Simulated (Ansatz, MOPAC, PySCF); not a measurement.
System: SiH2Cl, net charge -1, singlet state. SMILES: Cl[SiH2-]
Coordinates optimised at B3LYP-D3(BJ)/def2-TZVP (Ansatz, a first-principles code):
```
Si
H 1 1.5401
H 1 1.5401 2 92.28
Cl 1 2.2792 2 95.02 3 -95.24
```
Charge -1, spin multiplicity 1.

Unscaled harmonic wavenumbers (cm⁻¹) in rising order, each level at the stationary point that it reaches from this structure (no distance between atoms moves by over 0.3 Å); the order of modes can differ between levels, and a negative number is imaginary. B3LYP-D3(BJ)/def2-TZVP (PySCF, at the structure above): 343, 678, 734, 973, 1892, 1900.

PM6 (MOPAC): 355, 554, 620, 873, 1996, 2025. Zero-point energy 9.2 against 9.3 kcal/mol; where all levels lie over 400 cm⁻¹, the wavenumbers are on average 0.936 times those of B3LYP-D3(BJ)/def2-TZVP.

HF/6-31G* (Ansatz): 349, 746, 816, 1084, 2052, 2078. Zero-point energy 10.2 against 9.3 kcal/mol; where all levels lie over 400 cm⁻¹, the wavenumbers are on average 1.101 times those of B3LYP-D3(BJ)/def2-TZVP.

B3LYP/6-31G* (Ansatz): 342, 682, 741, 1000, 1914, 1916. Zero-point energy 9.4 against 9.3 kcal/mol; where all levels lie over 400 cm⁻¹, the wavenumbers are on average 1.013 times those of B3LYP-D3(BJ)/def2-TZVP.
